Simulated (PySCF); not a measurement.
**Radial density of Ca²⁺ (calcium, charge +2)**

UHF, [Ar], closed-shell 1S. Calculation: PySCF 2.14, in def2-SVP; the non-relativistic Hamiltonian (point nucleus).

| r (bohr) | 4πr²ρ (e/bohr) |
| --- | --- |
| 0.00144 | 0.1277 |
| 0.00242 | 0.3526 |
| 0.00406 | 0.9406 |
| 0.00684 | 2.369 |
| 0.0115 | 5.582 |
| 0.0193 | 11.54 |
| 0.0325 | 19.46 |
| 0.0547 | 23.45 |
| 0.0920 | 18.90 |
| 0.155 | 18.42 |
| 0.260 | 24.63 |
| 0.438 | 12.93 |
| 0.737 | 6.159 |
| 1.24 | 6.777 |
| 2.08 | 1.314 |
| 3.51 | 0.02580 |
| 5.90 | 3.773e-05 |
